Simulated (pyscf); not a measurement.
**F–In(F)–F, singlet**

Gas-phase minimum from PySCF at ωB97X-D3(BJ)/def2-SVP, one conformer. 

```
In
F 1 1.9338
F 1 1.9339 2 120.05
F 1 1.9341 2 119.63 3 -179.85
```

Properties at ωB97X-D3(BJ)/def2-SVP:

```json
{
  "harmonic_wavenumbers_unscaled": "122, 123, 153, 617, 662, 663 cm⁻¹",
  "zero_point_energy": "3.3 kcal/mol",
  "rotational_symmetry_number": "6",
  "Entropy of this conformer at 298 K and 1 atm, rigid rotor and harmonic oscillator, modes under 100 cm⁻¹ raised to 100": "309.0 J/(mol K)",
  "dipole_moment": "0.03 D"
}
```

Single-point totals, which compare only within one level (frozen core for MP2 and CC):

| level | total energy (hartree) |
|---|---|
| ωB97X-D3(BJ)/def2-TZVP | -489.95708 |
| PBE/def2-TZVP | -489.60362 |
| r²SCAN/def2-TZVP | -489.82980 |
| B3LYP-D3(BJ)/def2-TZVP | -489.94673 |
| PBE0-D3(BJ)/def2-TZVP | -489.59172 |
| M06-2X/def2-TZVP | -489.70857 |
| ωB97M-D3(BJ)/def2-TZVP | -489.95514 |
| HF/def2-TZVPP | -487.73815 |
| MP2/def2-TZVPP | -488.76768 |
| CCSD/def2-TZVPP | -488.75561 |
| CCSD(T)/def2-TZVPP | -488.78632 |

The CCSD(T) − MP2 part came from Ansatz, without density fitting, on the same reference. The frozen core leaves the outer d or s,p core shells of the metals and heavy elements correlated in the MP2 and CC values, and def2-TZVPP describes them poorly, so these totals are far from the basis limit. Elements past Kr carry the def2 core potentials, without spin-orbit coupling.
